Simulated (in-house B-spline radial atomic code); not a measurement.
Configurations of Mg2+, with energies counted from [He] 2s2 2p6. Level of theory: non-relativistic LC-wPBE, spin-polarised, spherical fractional occupations, exact exchange averaged over the configuration, point nucleus; calculated with a B-spline radial code for spherical atoms. Shells without spins written out take the highest spin.

Occupations are held fixed; configurations that lie above the ionisation limit could autoionise.

```
   configuration  E - E(ref) (eV)  highest orbital  its <r> (bohr)
[He] 2s2 2p5 3s1           53.086            3s up           2.286
[He] 2s2 2p5 3d1           66.201            3d up           3.247
[He] 2s1 2p6 3s1           85.906            3s up           2.287
```

(1) Order these further configurations by energy, lowest first.
A. [He] 2s1 2p6 3p1
B. [He] 2s2 2p5 3p1
C. [He] 2s1 2p6 3d1

Results:

(1) B (59.007 eV), A (91.862 eV), C (98.993 eV).
